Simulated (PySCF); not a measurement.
Si2S2Cl4

Si2S2Cl4 is a molecule drawn as a unit of a network glass or zeolite (built as: Si Si, Cl ends, S bridges), neutral, singlet. The structure was relaxed in the gas phase by PBE0-D3(BJ)/def2-SVP. No frequency run checks that it is a minimum.

SMILES: Cl[Si]1(Cl)S[Si](Cl)(Cl)S1

Coordinates in Å:
```
Cl1    -1.919    1.544   -1.808
Si2    -1.298    0.299   -0.313
Cl3    -2.963   -0.410    0.633
S4     -0.043   -1.271   -1.036
Si5     1.309   -0.307    0.307
Cl6     2.970    0.406   -0.644
Cl7     1.938   -1.551    1.800
S8      0.053    1.261    1.033
```

Shieldings: GIAO PBE0/pcSseg-1. Shifts are against computed references at the same level: Si TMS (σ 352.0 ppm). Core levels by delta-SCF with SCAN, pcX-2 on the ionised atom and pcseg-1 elsewhere, spin-free X2C (2p3/2 is the spin-free 2p value less a third of a first-order spin-orbit splitting); from the vacuum level, for chosen atoms.

(1) Give the NMR and core-level values of the distinct atoms.

(2) By CAM-B3LYP/def2-SVPD (TDDFT singlets, Tamm-Dancoff triplets, ionisation by delta-SCF), where does absorption start, and what does vertical ionisation take?

Results:

(1) 
| atoms | bonded to | σ (ppm) | δ (ppm) | core level (eV) |
| --- | --- | --- | --- | --- |
| Cl1 Cl3 Cl6 Cl7 | 1 Si | 739.5 | - | 2p3/2 206.67 |
| Si2 Si5 | 2 Cl + 2 S | 332.3 | 19.7 | 2p3/2 109.65 |
| S4 S8 | 2 Si | 453.5 | - | 2p3/2 169.83 |

Values are those of this one static structure; atoms that internal rotation interchanges would show their mean in an NMR spectrum.

(2) The first singlet with intensity lies at 6.42 eV (f 0.020); what lies below it is dark. The lowest singlet lies at 5.35 eV (f 0.000), the strongest of the first 6 at 6.42 eV (f 0.020), the lowest triplet at 5.06 eV; vertical ionisation takes 10.23 eV.
